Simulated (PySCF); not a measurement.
An unknown is described by computed data only.

Elements present: Br, C, H and Si. Monoisotopic mass: 135.9344 u.

- Valence photoelectron: vertical ionisation energy: 9.14 eV [ΔSCF wB97X-D/def2-SVPD]
- Polarisability: 71.1 au [wB97X-D/def2-SVPD]
- 13C NMR: chemical shifts (computed TMS as zero) by class: -0.3 (2 C) ppm [GIAO PBE0/pcSseg-1]
- UV, strongest line: among the 10 lowest singlet transitions: S4 at 6.97 eV (178 nm, f = 0.127) [TDDFT wB97X-D/def2-SVPD]
- Dipole: 1.40 D [wB97X-D/def2-SVPD]
- Rotational structure: rotational constants A, B, C: 11.220, 1.685, 1.668 GHz [PBE0-D3(BJ)/def2-SVP]
- XPS: Si2p3/2 107.3, C1s 290.3 (×2), Si1s 1847.2 eV [ΔSCF SCAN, pcX-2 on the ionised atom, pcseg-1 elsewhere, spin-free X2C, 2p3/2 from a spin–orbit splitting computed afterwards within the 2p shell]
- UV, first state: lowest singlet excitation: 5.68 eV (218 nm, f = 0.002) [TDDFT wB97X-D/def2-SVPD]
- NMR, other nuclei: isotropic shieldings of nuclei other than C and H, by class: 410 (1 Si), 2809 (1 Br) ppm [GIAO PBE0/pcSseg-1]

Gas-phase values; electronic properties from PySCF, density fitting. Levels stand in brackets. Isolated species at its PBE0-D3(BJ)/def2-SVP geometry, gas phase. Relativistic effects, spin–orbit coupling among them, are left out (core-ionisation runs apart) although an element past zinc is present. NMR classes are plain means over equivalent atoms (diastereotopic ones count apart unless rotation or inversion swaps them), as if these changed places fast.

Q: Which formula fits the mass and the elements?

A: C2H5BrSi (calculated 135.9344). No other formula that holds each of these elements comes within 0.0003 u with a fitting electron parity and a possible valence count.

Q: What is the compound? Reason from the data.

A: Numbering: `[Br:1][SiH:2]1[CH2:3][CH2:4]1`. Its formula, C2H5BrSi, gives 1 degree of unsaturation: 1 ring and 0 π bonds in the structure found. 2 carbons fall into 1 class: ring sp3 carbon bound to silicon [C3/C4] (-0.3 ppm, 2 C). The other shieldings belong to: 410 ppm, SiH silicon [Si2]; 2809 ppm, bromine bonded to Si [Br1]. The core levels belong to: Si2p3/2 107.3 eV, SiH silicon [Si2]; C1s 290.3 eV, sp3 carbon bound to silicon [C3/C4]; Si1s 1847.2 eV, SiH silicon [Si2]. No core level of Br was computed. The first electron is taken from the HOMO, whose largest Löwdin shares are 0.24 on the SiH silicon, 0.23 on each of 2 atoms of one kind (sp3 carbon bound to silicon) and 0.18 on the bromine bonded to Si. The optimised geometry has point group Cs and is an asymmetric top. Structure: `Br[SiH]1CC1`. The assignments are read from this structure; whether some other isomer fits the data as well wasn't checked.
